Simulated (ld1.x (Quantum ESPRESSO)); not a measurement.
**Ranking TM semilocal potentials for platinum**

All share these settings but for the change named:

Pt, norm-conserving Troullier–Martins (semilocal form), made with ld1.x (Quantum ESPRESSO) 7.5 (PBE, scalar-relativistic). Core [Kr] 4d10 4f14 5s2, reference 5p6 5d8 6s0 6p0 (charge +2). Waves: 6s (bound, empty): rc 2.35 bohr; 5d (bound): rc 1.20 bohr; 5f channel at 0.25 Ry: rc 2.40 bohr; 5p (bound): rc 1.20 bohr. Local part: the p channel. Core correction: a·sin(br)/r model core inside 0.55 bohr.

Cutoff: the first of the cutoffs (Ry, on a coarse ladder) from which the occupation-weighted sum of valence levels, in a spherical-Bessel basis at the reference potential, stays within 10 and 1 mRy of its value at 400 Ry; the density cutoff is not measured.

The base gives 120 Ry.

Of 6 variants that were run, those that failed, showed a ghost or another fault, or gave nearly equal values are left out.

A variant can come out equal or close to the base.

(1) Rank these variants from softest to hardest (loose cutoff).
A. all radii but the core radius scaled by about 1.25 (s 2.94, p 1.50, d 1.50, f 3.00 bohr)
B. core [Xe] 4f14, valence charge 10; reference 5d9 6s1 6p0; waves now 6s (bound): rc 2.45 bohr; 5d (bound): rc 2.00 bohr; 5f channel at 0.25 Ry: rc 2.70 bohr; 6p (bound): rc 3.45 bohr; core correction Bessel-smoothed model core inside 1.35 bohr
C. reference 5p6 5d9 6s1 6p0

Answers

(1) B (40 Ry), A (70 Ry), C (120 Ry).
